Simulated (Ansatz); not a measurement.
The lowest singlet and triplet of SiH2 (SMILES [SiH2]); geometries from B3LYP-D3(BJ)/def2-TZVP, each state relaxed from the structure named, with no frequency check.
Singlet at the triplet's geometry (charge 0, multiplicity 1):
```xyz
3

Si     0.000     0.095     0.000
H     -1.274    -0.668     0.000
H      1.278    -0.661     0.000
```

A positive gap puts the triplet lower; no zero-point energy. R- takes a restricted singlet. U- takes an unrestricted singlet (broken symmetry where lower, unprojected). The triplet is unrestricted in single-reference levels.

Frozen-core correlation.

Run with Ansatz (Gaussian basis) for Hartree–Fock, density functionals and correlated methods. 

Task: One of these levels gives -0.369 eV for the gap E(singlet) − E(triplet), vertical, at the triplet's geometry. Which one is it?
(A) R-CCSD/cc-pV(Q+d)Z
(B) R-CCSD(T)/cc-pV(D+d)Z
(C) U-MP2/cc-pV(T+d)Z (spin-contaminated)
(D) U-PBE0/def2-TZVPP (spin-contaminated)

Result: B, R-CCSD(T)/cc-pV(D+d)Z. The others give -0.291 (U-PBE0/def2-TZVPP (spin-contaminated)), -0.202 (U-MP2/cc-pV(T+d)Z (spin-contaminated)), -0.434 (R-CCSD/cc-pV(Q+d)Z)

Doubts at one or more of the structures used: a restricted determinant that unrestricted orbitals would lower (R-CCSD/cc-pV(Q+d)Z, R-CCSD(T)/cc-pV(D+d)Z).

Ansatz is a program for electronic structure.
